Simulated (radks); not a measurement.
All-electron atom: Lu+ in [Xe] 4f14 6s2.

Method: scalar-relativistic Kohn-Sham, PBEsol, spin-unpolarised, spherical densities, point nucleus; hard spherical wall at 10 bohr; computed with a radial shooting solver on a logarithmic mesh with Libxc functionals.

Energy parts (eV):
total: -396162.09
kinetic: 432911.03
electron-nucleus: -975830.89
Hartree: 154796.66
exchange-correlation: -8038.89

Orbitals (lengths in bohr, moments of r in powers of bohr):
| orbital | occ. | eigenvalue (eV) | <r> |
|---|---|---|---|
| 1s | 2 | -63231.17 | 0.01932 |
| 2s | 2 | -10771.10 | 0.08185 |
| 2p | 6 | -9477.315 | 0.07293 |
| 3s | 2 | -2447.551 | 0.2127 |
| 3p | 6 | -2059.387 | 0.2124 |
| 3d | 10 | -1593.399 | 0.1925 |
| 4s | 2 | -494.0245 | 0.4781 |
| 4p | 6 | -366.6665 | 0.5080 |
| 4d | 10 | -200.6341 | 0.5478 |
| 5s | 2 | -70.0273 | 1.168 |
| 5p | 6 | -40.4626 | 1.384 |
| 4f | 14 | -18.5298 | 0.7213 |
| 6s | 2 | -11.0806 | 3.251 |
| 5d | 0 | -9.2277 | 2.360 |
| 6p | 0 | -6.5189 | 4.119 |
| 7s | 0 | -2.2206 | 5.916 |

The highest occupied level is 6s at -11.081 eV. Summed over all electrons, <r^2> = 56.19 bohr^2, which gives a Langevin (diamagnetic) susceptibility term of -44.5 x 10^-6 cm^3/mol. The density falls to 0.001 e/bohr^3 at r = 4.62 bohr.
